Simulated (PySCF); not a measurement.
## Cu₂F⁺: from structure and modes to constants

Level of theory: PySCF, PBE0, basis F def2-TZVP, Cu def2-TZVP (no relativity, density fitting).

The singlet minimum has D∞h symmetry. Masses (u): F 18.99840, Cu 62.92960.

```xyz
3
charge 1 multiplicity 1, angstrom
F     0.0000    0.0000    0.0000
Cu    0.0000    0.0000    1.8747
Cu    0.0000    0.0000   -1.8747
```

Harmonic wavenumbers (cm⁻¹): 69.7 (πu, ×2), 222.2 (σg+, ×1), 564.7 (σu+, ×1).

Task: What is the harmonic zero-point energy?

Result: Half the sum of all 4 wavenumbers, 926/2 = 463 cm⁻¹, which is 5.5 kJ/mol (1 cm⁻¹ = 0.0119627 kJ/mol).

Task: Find the vibrational entropy and heat capacity at 298.15 K.

Result: With u = 1.43878 ω/T, each mode gives S = R[u/(eᵘ−1) − ln(1−e⁻ᵘ)] and C = R u² eᵘ/(eᵘ−1)².
```json
{"ω (cm⁻¹)": "69.7 (×2)", "u": "0.337", "S (J/(mol K))": "17.41", "C (J/(mol K))": "8.24"}
{"ω (cm⁻¹)": "222.2", "u": "1.072", "S (J/(mol K))": "8.12", "C (J/(mol K))": "7.56"}
{"ω (cm⁻¹)": "564.7", "u": "2.725", "S (J/(mol K))": "2.15", "C (J/(mol K))": "4.63"}
```
The sums over all modes are S = 45.1 and C = 28.7 J/(mol K); the softest mode gives 39 % of the entropy (each member, where degenerate).

Task: Find the bond force constant k and the stretch–stretch coupling k′ of the valence force field.

Result: For linear XMX, 4π²c²ω(σg)² = (k + k′)/mX and 4π²c²ω(σu)² = (k − k′)(1 + 2mX/mM)/mX. So k + k′ = 1.831 and k − k′ = 1.550 mdyn/Å, giving k = 1.691 and k′ = 0.140 mdyn/Å.

This need not be the most stable arrangement of these atoms.
